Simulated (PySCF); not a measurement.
## Ar⁺ (argon, charge +1): UHF calculation

Configuration: [Ne] 3s2 3p5, 2P determinant. All numbers are calculated (PySCF 2.14, no relativity, point nucleus, in cc-pV(T+d)Z (5s4p3d1f, 39 functions)).

| Property | Result |
| --- | --- |
| Total energy | -526.277651 hartree |
| One-electron energy | -719.4354 hartree |
| Hartree (Coulomb) energy | 223.0118 hartree |
| Exchange energy | -29.8540 hartree |
| Kinetic energy | 526.23763 hartree |
| ⟨S²⟩ | 0.7589 |
| ⟨L²⟩ | 2.031 |
| Sum of ⟨r⟩ | 13.82 bohr |
| Sum of ⟨r²⟩ | 20.27 bohr² |
| Traceless quadrupole moment −½Σ⟨3z² − r²⟩ along its main axis | 1.16 e·bohr² |
| Density at the nucleus (Gaussians lack the cusp) | 3790 bohr⁻³ |
| Spin density at the nucleus | 0.210 bohr⁻³ |
| Langevin diamagnetic susceptibility | -16.1 ×10⁻⁶ cm³/mol |
| Time after the integrals | 0.1 s of wall time on 1 thread of Neoverse-V2 (shared host) |

```
shell  electrons  mean orbital energy (eV)  spread (eV)  rms radius, mean of both spins (bohr)
 1s α          1                   -3242.0            0                                 0.0998
 1s β          1                   -3241.6            0                                 0.0998
 2s α          1                   -349.49            0                                  0.448
 2s β          1                   -349.10            0                                  0.448
 2p α          3                   -274.74        0.842                                  0.417
 2p β          3                   -274.04        0.643                                  0.417
 3s α          1                   -48.558            0                                   1.49
 3s β          1                   -44.748            0                                   1.49
 3p α          3                   -29.156        2.467                                   1.70
 3p β          2                   -27.636            0                                   1.70
```
